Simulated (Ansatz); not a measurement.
Geometry optimisation, RKS PBE/def2-SVP (Ansatz 0.2.0).

The input (input.yaml):

```yaml
crystal:
  periodic: [false, false, false]
  atoms:
    - { symbol: Al, position_ang: [-0.033342, 0.651755, -0.354652] }
    - { symbol: H, position_ang: [-0.118518, -0.134732, 2.290305] }
    - { symbol: Cl, position_ang: [1.699089, -0.536851, -0.592596] }
    - { symbol: "N", position_ang: [-1.570831, 0.089686, -1.034067] }
    - { symbol: H, position_ang: [-1.678173, -0.807005, -1.511351] }
    - { symbol: H, position_ang: [-2.456585, 0.598642, -1.0285] }
    - { symbol: "N", position_ang: [0.130448, 2.264435, 0.576411] }
    - { symbol: H, position_ang: [1.056681, 2.655417, 0.768027] }
    - { symbol: H, position_ang: [-0.557653, 3.017559, 0.498905] }
    - { symbol: H, position_ang: [-0.051417, 0.545994, 2.045317] }
basis:
  gaussian: { orbitals: def2-SVP }
hamiltonian:
  xc: pbe
relax:
  f_tol: 0.03
  max_steps: 50
output:
  orbitals: {}
```

Launched with:

```bash
$ ansatz run input.yaml --threads 2 --pin off --max-ram 3072MiB --backend cpu --events-out ev --progress --plain --runs-dir out
```

Problem. Where does it end, and by what steps?

Solution. The run converged. The force dipped under the threshold on the way, but the program's further checks kept it going. After 19 steps the energy has fallen by 0.184 eV; H2 moved furthest, 1.24 Å.

```tsv
step	energy less start (eV)	largest force component (eV/Å)	accepted
0	0.0000	1.875	yes
1	-0.1259	0.748	yes
2	-0.1502	0.203	yes
3	-0.1538	0.195	yes
4	-0.1602	0.248	yes
5	-0.1629	0.234	yes
6	-0.1662	0.142	yes
7	-0.1696	0.052	yes
8	-0.1685	0.392	no
9	-0.1710	0.020	yes
10	-0.1733	0.120	yes
11	-0.1747	0.271	yes
12	-0.1774	0.149	yes
13	-0.1807	0.087	yes
14	-0.1822	0.103	yes
15	-0.1830	0.164	yes
16	-0.1837	0.060	yes
17	-0.1841	0.010	yes
18	-0.1842	0.008	yes
19	-0.1843	0.014	yes
```

```xyz
10
Properties=species:S:1:pos:R:3
Al -0.022 0.646 -0.694
H -0.077 0.410 3.404
Cl 1.730 -0.395 -1.278
N -1.583 0.131 -1.367
H -1.694 -0.669 -1.992
H -2.489 0.569 -1.190
N 0.147 1.997 0.455
H 1.045 2.335 0.806
H -0.611 2.584 0.809
H -0.026 0.736 2.705
```

Whether the end is a true minimum wasn't checked by a vibrational analysis.

Run time: 38 s on 2 threads of AMD EPYC 7R43 64-Core Processor (Zen 3) (shared host), peak memory 0.14 GiB.
